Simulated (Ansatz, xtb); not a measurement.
**Relative energy of two isomers of C5H5BrClF**

Structure X: `F/C=C\C=C(/Cl)CBr`, a singlet. Structure Y: `FC1(Cl)CC(=CBr)C1`, a singlet. Both are isolated molecules in the gas phase, relaxed with B3LYP/def2-SVP, each in the lowest conformer that the search found.

X (Å):

```yaml
atoms:
  - { symbol: C, position_ang: [-1.2423, -0.3447, 2.3401] }
  - { symbol: C, position_ang: [-0.9520, -0.1641, 1.0426] }
  - { symbol: C, position_ang: [-0.9478, 1.1271, 0.3895] }
  - { symbol: C, position_ang: [-0.6514, 1.3743, -0.9057] }
  - { symbol: C, position_ang: [-0.6524, 2.7323, -1.5056] }
  - { symbol: Br, position_ang: [-2.1934, 3.0368, -2.7316] }
  - { symbol: Cl, position_ang: [-0.2285, 0.0821, -2.0116] }
  - { symbol: F, position_ang: [-1.5544, 0.6708, 3.1517] }
  - { symbol: H, position_ang: [-1.2543, -1.3117, 2.8498] }
  - { symbol: H, position_ang: [-0.7082, -1.0521, 0.4561] }
  - { symbol: H, position_ang: [-1.2094, 1.9935, 1.0039] }
  - { symbol: H, position_ang: [0.2322, 2.9103, -2.1286] }
  - { symbol: H, position_ang: [-0.7347, 3.5041, -0.7319] }
```

Y (Å):

```xyz
13

C    -0.5637    0.0190   -0.7523
C    -1.7453    1.0171   -0.8151
C    -1.1863    1.6493    0.4534
C    -1.4385    2.7981    1.0720
C    -0.1841    0.5305    0.6580
Br   -0.5082    3.3442    2.6348
Cl    0.7028    0.3306   -1.9942
F    -0.9140   -1.2899   -0.8159
H    -2.6975    0.4845   -0.6532
H    -1.8183    1.6419   -1.7161
H    -2.1896    3.5156    0.7369
H     0.8648    0.8151    0.8212
H    -0.4924   -0.1966    1.4282
```

Quicker runs give these differences E(Y) − E(X): GFN2-xTB −32.0 kJ/mol; HF/STO-3G −99.9 kJ/mol (at GFN2-xTB geometries); r2SCAN-D4/def2-SVP +22.2 kJ/mol (at GFN2-xTB geometries).

Q: Estimate which is lower in electronic energy at CCSD(T)/def2-SVP + ΔMP2/def2-TZVPP, and by roughly how much.

A: The CCSD(T)/def2-SVP + ΔMP2/def2-TZVPP calculation puts structure X lower, by 21.8 kJ/mol.

Level by level:

```
                             level        geometry  E(Y) − E(X) (kJ/mol)  departure from the last row (kJ/mol)  job, with rough time for the two
                          GFN2-xTB        GFN2-xTB                   −32.0                                 −53.8              optimisation, 0.23 s
                         HF/STO-3G        GFN2-xTB                   −99.9                                −121.7              single point, 0.66 s
                r2SCAN-D4/def2-SVP        GFN2-xTB                   +22.2                                  +0.3               single point, 5.1 s
                    B3LYP/def2-SVP  B3LYP/def2-SVP                   +31.8                                  +9.9                optimisation, 87 s
                       HF/def2-SVP  B3LYP/def2-SVP                   +24.4                                  +2.5           part of the CCSD(T) run
                      MP2/def2-SVP  B3LYP/def2-SVP                   +16.2                                  −5.6           part of the CCSD(T) run
                  CCSD(T)/def2-SVP  B3LYP/def2-SVP                   +20.0                                  −1.8                      single point
CCSD(T)/def2-SVP + ΔMP2/def2-TZVPP  B3LYP/def2-SVP                   +21.8                                                   single point, 2.9 min
```

As drawn, Y has 2 C–C in place of 1 C=C. Structure X has no ring, Y a 4-membered ring.

GFN2-xTB, HF/STO-3G put the two in the other order. The largest departure from CCSD(T)/def2-SVP + ΔMP2/def2-TZVPP is that of HF/STO-3G, 121.7 kJ/mol. The last row adds to CCSD(T) the change of the MP2 difference between the two basis sets, here +1.8 kJ/mol.

With thermal terms from frequencies at re-optimised GFN2-xTB minima (ideal gas, soft modes damped towards free rotors, one conformer each, 298.15 K, 1 atm): on the last row, ΔE + ΔZPE = +24.2, ΔH = +22.0, ΔG = +28.7 kJ/mol.

The correlated steps freeze 20 core orbitals; the filled d shell of Br is correlated, in a basis made for valence electrons. Codes used: Ansatz 0.2.0, xtb 6.7.1; the last row on 4 threads of Arm Neoverse V1 on a shared host.
